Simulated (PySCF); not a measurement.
Z-matrix (Å, degrees):
```
Hf
F 1 1.9281
F 1 1.9282 2 111.95
N 1 2.0312 2 110.63 3 123.92
H 4 1.0201 1 126.03 2 24.05
H 4 1.0202 5 107.64 1 174.07
N 1 2.0354 2 108.47 3 -119.66
H 7 1.0182 1 127.59 2 -118.97
H 7 1.0203 8 107.78 1 -179.97
```
Charge 0, spin multiplicity 1.

Question: Estimate the LUMO, total energy, charge on the central atom (Mulliken), dipole moment and HOMO that TPSSh-D3(BJ)/def2-TZVP // r2SCAN-D4/def2-SVP (PySCF) returns for this input.

Answer: 
```json
{
  "LUMO": "-0.49 eV",
  "total_energy": "-360.0128 Ha",
  "charge on the central atom (Mulliken)": "1.55 e",
  "dipole_moment": "2.63 D",
  "HOMO": "-6.71 eV"
}
```
